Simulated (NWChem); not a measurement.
Relativistic effects in HCl₃Ge

SMILES: [Cl][GeH]([Cl])[Cl]
```xyz
5

Ge     0.0302     0.4329     0.0000
Cl    -1.0306    -0.2396     1.7518
Cl    -1.0306    -0.2396    -1.7518
Cl     1.9963    -0.4511     0.0000
H      0.1370     1.9602     0.0000
```
Charge 0, spin multiplicity 1.

Everything below was run with NWChem. Structure: optimised with B3LYP/def2-SVP, a minimum by its harmonic frequencies.

Functional B3LYP, all-electron basis x2c-SVPall-2c, contracted for the X2C Hamiltonian and used here with ZORA. The ion keeps the geometry and has multiplicity 2 in the scalar run; the spin-orbit run starts from the same electron counts.

Costs are rough ratios of processor time within this set of runs, SCF included, with scalar ZORA as 1.

B3LYP has NWChem's definition, with VWN1-RPA local correlation. The structure started from a generated list of species. No SCF solution was tested for a lower state.

```json
[
 {"Hamiltonian": "scalar ZORA", "ΔSCF ionisation energy (eV)": "11.37", "HOMO (eV)": "-8.86", "LUMO (eV)": "-1.97", "gap (eV)": "6.89", "relative cost": "1"},
 {"Hamiltonian": "spin-orbit ZORA", "ΔSCF ionisation energy (eV)": "11.35", "HOMO (eV)": "-8.85", "LUMO (eV)": "-1.97", "gap (eV)": "6.88", "relative cost": "under 3"}
]
```

From scalar ZORA to spin-orbit ZORA the ionisation energy falls by 0.02 eV.
